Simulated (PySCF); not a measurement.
**SrF⁻: from constants to spectrum**

RHF-CCSD(T) constants of SrF⁻, ¹Σ⁺ (singlet), closed shell (Sr def2-SVPD with ECP28, F def2-SVPD; scalar-relativistic core potentials (PySCF 2.14); masses 87.9056 and 18.9984 u):

- ωe: 433.1 cm⁻¹
- ωexe: 2.44 cm⁻¹
- Be: 0.22257 cm⁻¹
- αe: 0.00166 cm⁻¹
- D (centrifugal): 2.35e-07 cm⁻¹
- De to Sr + F⁻: 3.11 eV

**Question.** Estimate the standard entropy (1 bar) and heat capacity of the ideal gas at 298.15 K, rigid rotor with B0 and harmonic oscillator at the fundamental.

**Answer.** Translation (Sackur–Tetrode, M = 106.90 u): 167.1 J/(mol K). Rotation: q = kT/(σB0) = 935 with σ = 1, 65.2. Vibration: x = hcν0/kT = 2.07, 3.62. S° = 235.9 J/(mol K); Cp = 7R/2 + 5.89 = 35.0 J/(mol K).

Correlated steps freeze 1 core orbital. Correlated levels converge slowly with the basis: in double zeta they bind strong bonds too weakly, by up to about 1 eV, and carry superposition errors of some tenths. For an ion De counts to the pair picked by the measured ionisation energies or electron affinities, which need not be the lowest pair at this level. The CCSD T1 diagnostic is raised, a sign that a single reference may not be enough here.
